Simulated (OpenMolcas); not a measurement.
## Pt3+: moving or changing the point charges

Pt3+ among 6 point charges of -1.7 e arranged as an octahedron (Oh), 2.11 Å from the ion.
```
   2.1100    0.0000    0.0000  -1.70
   0.0000    2.1100    0.0000  -1.70
  -2.1100    0.0000    0.0000  -1.70
   0.0000   -2.1100    0.0000  -1.70
   0.0000    0.0000    2.1100  -1.70
   0.0000    0.0000   -2.1100  -1.70
```

```yaml
Program: OpenMolcas
Method: CASSCF
Basis: ANO-RCC-VDZP [7s6p4d2f]
Scalar_Hamiltonian: DKH2, point nucleus
Active_space: 7 electrons in 5 orbitals (5d)
State_averaging: 2S+1 = 4 even, 10 roots; 2S+1 = 2 even, 40 roots
Spin-orbit_coupling: RASSI with atomic mean-field integrals over the reference wave functions
```

Runs around this geometry, states (labels of O, the rotations of Oh). Energies in cm-1 above the lowest state or level, χT in cm3 K/mol; under a threefold ground state the first gap can be a small split of the lowest multiplet, not the spin-orbit step; 10Dq and B are least-squares fits to the states below 45000 cm-1, weighted by degeneracy, with a free offset, and given where the rms deviation is under 5 % of |10Dq| (or 100 cm-1) and under 700 cm-1.

```tsv
R (Å)	q (e)	Ground state	First state of that spin	10Dq	B (rms of fit)	First gap with spin-orbit (degeneracies)	χT at 300 K	First state of another spin
2.11	-1.36	4T1	4T2 5410	6031	887 (124)	876.0 (2, 4)	3.515	2E 11423
1.99	-1.7	4T1	4T2 9022	9801	884 (209)	949.9 (2, 4)	3.256	2E 8066
2.11	-1.7	4T1	4T2 6840	7532	886 (161)	955.9 (2, 4)	3.370	2E 10119
2.25	-1.7	4T1	4T2 5032	5617	888 (120)	843.5 (2, 4)	3.568	2E 11806
```

Taking |10Dq| as R^-n, n = -ln(5617 / 9801) / ln(2.25 / 1.99) = 4.5 between the shortest and longest distance. The point-charge formula for a cubic d site gives n = 5.

Scaling the charges by -1.36 / -1.7 = 0.80 scales |10Dq| by 6031 / 7532 = 0.80; with fixed orbitals a first-order splitting would follow the charge.

An orbital triplet at a regular site is open to Jahn-Teller coupling, which can distort the site and quench the lowest spin-orbit gaps and is left out. Without dynamic correlation the repulsion within the d shell is too large (B by tens of per cent), so at a given field states of lower spin stand too high. This shell can be high or low spin here, a state of another spin lies low, and with metal d orbitals alone active their balance is uncertain, so the ground spin may be wrong. Point charges give a weaker field than real ligands, and real ions of this kind are as a rule low spin; the high spin found here belongs to the model. This field is weak: 10Dq is about 6031 cm-1, while octahedral complexes of 5d ions of charge 3 and more, computed by the same method with explicit ligands, had a median near 35000 cm-1. Ground spin and moment need not be those of a real site (figures for R = 2.11, q = -1.36; the like holds for R = 1.99, q = -1.7, R = 2.11, q = -1.7, R = 2.25, q = -1.7). This is an electrostatic model: the charges have no orbitals. No measured value stands beside these numbers.
